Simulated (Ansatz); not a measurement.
Ansatz (a program for electronic structure) input (CCSD(T)/def2-TZVPP):

Ansatz 0.2 input:
```yaml
crystal:
  periodic: [false, false, false]
  atoms:
    - {symbol: Mo, position_ang: [0.00249609, 0.01135864, -0.05004993]}
    - {symbol: H, position_ang: [0.71690290, 1.37100486, -0.71798666]}
    - {symbol: H, position_ang: [-0.80024240, 0.24085588, 1.36769233]}
    - {symbol: H, position_ang: [0.77506811, -0.64729246, 1.24469420]}
    - {symbol: H, position_ang: [-1.63468982, -0.02373809, 0.20038558]}
    - {symbol: H, position_ang: [0.83812564, -1.41789303, 0.00731147]}
basis:
  gaussian:
    orbitals: def2-TZVPP
total_charge: 1
magnetization: {spin_polarized: false}
correlation: {method: ccsd_t, electrons: outside_noble_gas}
```

End of the output:

```
cycle   3  -8.08571049 eV  change   -1.4e-1 eV  update   2.8e-2
cycle   4  -8.07969487 eV  change    6.0e-3 eV  update   9.1e-3
cycle   5  -8.08116166 eV  change   -1.5e-3 eV  update   3.3e-3
cycle   6  -8.08100915 eV  change    1.5e-4 eV  update   1.4e-3
cycle   7  -8.08089518 eV  change    1.1e-4 eV  update   6.4e-4
cycle   8  -8.08143096 eV  change   -5.4e-4 eV  update   3.0e-4
cycle   9  -8.08133564 eV  change    9.5e-5 eV  update   1.4e-4
cycle  10  -8.08131396 eV  change    2.2e-5 eV  update   7.4e-5
cycle  11  -8.08136014 eV  change   -4.6e-5 eV  update   4.1e-5
cycle  12  -8.08134431 eV  change    1.6e-5 eV  update   2.0e-5
cycle  13  -8.08134439 eV  change   -8.7e-8 eV  update   8.8e-6
cycle  14  -8.08133074 eV  change    1.4e-5 eV  update   3.2e-6
cycle  15  -8.08133192 eV  change   -1.2e-6 eV  update   1.1e-6
perturbative correction -0.41341225 eV, -0.0151926199 hartree
Total energy: -1912.55065660 eV, -70.2849402567 hartree
```

The spin state was set by rule; other spins were not relaxed.
